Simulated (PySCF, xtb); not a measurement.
C3H9Ge, SMILES C[C](C)[GeH3] (connectivity only; charge and spin as stated), charge +1, multiplicity 1.

Harmonic wavenumbers (cm⁻¹) from GFN2-xTB run with xtb at its own minimum, in rising order: 66, 94, 136, 211, 277, 298, 497, 520, 528, 681, 718, 786, 805, 902, 947, 988, 1213, 1243, 1285, 1299, 1325, 1336, 1429, 1451, 2059, 2126, 2155, 2861, 2876, 2938, 2970, 3003, 3027.

### Question
What does PBE-D3(BJ)/def2-SVP run with PySCF 2.14.0 give at its own minimum? (The exact figures need the calculation; the answer reports its results.)

### Answer
42, 150, 218, 223, 285, 318, 487, 519, 557, 632, 755, 803, 818, 868, 937, 960, 1165, 1221, 1232, 1264, 1300, 1308, 1418, 1437, 2093, 2135, 2164, 2847, 2858, 3001, 3005, 3089, 3092. Paired by order, the mean absolute difference is 30 cm⁻¹ and the zero-point energies are 61.5 and 61.8 kcal/mol.
